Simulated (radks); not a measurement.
Ionisation of the phosphorus ion P+, [Ne] 3s2 3p2, to [Ne] 3s2 3p1 as the strength of local exchange is varied. All-electron calculation, scalar-relativistic Kohn-Sham, Slater X-alpha exchange (alpha = 2/3 is LDA exchange), no correlation, spin-polarised, spherical densities, finite nucleus; open shells are filled with parallel spins first; Fermi nuclear charge, rms radius 3.1889 fm. Program: a radial shooting solver on a logarithmic mesh with Libxc functionals.

alpha  E(P+) (hartree)  exchange (hartree)  IE (eV)  -e of the level emptied (eV)  <r> of it (bohr)
0.598       -337.27340           -18.28985   17.973                   13.235 (3p)             2.180
0.667       -339.38957           -20.50432   18.858                   14.074 (3p)             2.139
0.76        -342.25883           -23.52300   20.084                   15.243 (3p)             2.087
0.829       -344.40027           -25.78783   21.019                   16.139 (3p)             2.051
0.888       -346.23988           -27.74143   21.834                   16.923 (3p)             2.020
0.992       -349.50173           -31.22318   23.307                   18.347 (3p)             1.970
1.003       -349.84816           -31.59429   23.466                   18.501 (3p)             1.965
1.026       -350.57340           -32.37199   23.799                   18.824 (3p)             1.954

NIST Atomic Spectra Database: 19.769 eV (semi-empirical). The Delta-SCF value meets it near alpha = 0.74. Open shells are spherical and high-spin; term and fine-structure splittings are not resolved.
